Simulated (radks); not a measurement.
Values are calculated unless marked as measured or tabulated.
All-electron atom: Pb+ in [Xe] 4f14 5d(3/2: 3, 5/2: 6) 6s2 6p(1/2: 2, 3/2: 0) (not the ground configuration). Code: a radial shooting solver on a logarithmic mesh with Libxc functionals. Model: Dirac Kohn-Sham, relativistic LDA (MacDonald-Vosko exchange, VWN5 correlation), spin-unpolarised, spherical densities, finite nucleus; Fermi nuclear charge, rms radius 5.5012 fm. Some entries of the table are withheld. Estimate them.

orbital,occ.,eigenvalue (hartree),<r> (bohr),<1/r> (bohr^-1)
1s1/2,2,-3207.736,0.01613,100.7
2s1/2,2,-574.3625,0.06720,24.92
2p1/2,2,-552.2431,0.05510,(1)
2p3/2,4,-472.9163,0.06397,(2)
3s1/2,2,-138.3105,0.1746,9.147
3p1/2,2,-128.2032,0.1649,9.065
3p3/2,4,-110.4844,0.1811,7.760
3d3/2,4,-93.68948,0.1572,7.667
3d5/2,6,-89.89490,0.1621,7.376
4s1/2,2,-31.65287,0.3854,3.890
4p1/2,2,-27.25567,0.3863,3.784
4p3/2,4,-22.90635,0.4209,3.329
4d3/2,4,-15.68869,0.4251,3.136
4d5/2,6,-14.87219,0.4363,3.033
5s1/2,2,-5.72820,0.8536,(3)
4f5/2,6,-5.48308,0.4505,2.697
4f7/2,8,-5.29809,0.4568,2.657
5p1/2,2,-4.21180,0.9100,1.504
5p3/2,4,-3.38193,0.9999,1.337
5d3/2,3,-1.26509,1.248,1.056
5d5/2,6,-1.16469,1.292,1.016
6s1/2,2,-0.77472,2.184,0.5898
6p1/2,2,-0.46406,2.639,0.4825
6p3/2,0,-0.38543,2.954,0.4261

Answer. 
(1) 2p1/2 <1/r> (bohr^-1): 24.88
(2) 2p3/2 <1/r> (bohr^-1): 19.91
(3) 5s1/2 <1/r> (bohr^-1): 1.624
